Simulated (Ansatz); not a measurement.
```yaml
atoms:
  - { symbol: Co, position_ang: [0.0000, 0.0000, 0.0000] }
  - { symbol: H, position_ang: [0.0000, 0.0000, 1.5327] }
```

Basis set: pcseg-2 (spherical functions). Charge 0, multiplicity 3.

Computed with Ansatz (development build ahead of 0.2.0); each method stands on the lowest determinant of its kind that the runs found.

(1) Give the atomization energy at this shape (free ground-state atoms in the same class of orbitals less the molecule, no zero-point energy) of triplet CoH by PBE (unrestricted), ROHF.

Answers

(1)

```json
{"method": "PBE (unrestricted)", "atomization energy": "259.1 kJ/mol"}
{"method": "ROHF", "atomization energy": "-36.5 kJ/mol"}
```

Caution for ROHF: no unrestricted run beside it, a lower state can exist.

The shape needn't be a minimum at these levels.
